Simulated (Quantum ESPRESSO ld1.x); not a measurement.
Au37+, configuration [Kr] 4d6. Method: Dirac Kohn-Sham, PBE, spin-unpolarised, spherical densities, point nucleus; open shells fill j = l - 1/2 first; computed with ld1.x of Quantum ESPRESSO 7.5. Some entries of the table are withheld. Estimate them.

orbital,occ.,eigenvalue (hartree),<1/r> (bohr^-1)
1s1/2,2,-3021.76,95.84
2s1/2,2,-580.480,23.55
2p1/2,2,-558.908,23.49
2p3/2,4,-491.460,19.13
3s1/2,2,-180.322,8.712
3p1/2,2,-170.783,8.617
3p3/2,4,-155.629,7.491
3d3/2,4,(1),7.373
3d5/2,6,(2),7.118
4s1/2,2,-77.7963,4.032
4p1/2,2,-73.6653,3.951
4p3/2,4,-69.1063,3.575
4d3/2,4,-62.4719,3.446
4d5/2,2,-61.5167,3.362
5s1/2,0,-42.8622,(3)
5p1/2,0,-40.9418,(4)
5p3/2,0,-39.0985,(5)

Answer. 
(1) 3d3/2 eigenvalue (hartree): -140.017
(2) 3d5/2 eigenvalue (hartree): -136.753
(3) 5s1/2 <1/r> (bohr^-1): 2.240
(4) 5p1/2 <1/r> (bohr^-1): 2.192
(5) 5p3/2 <1/r> (bohr^-1): 2.037
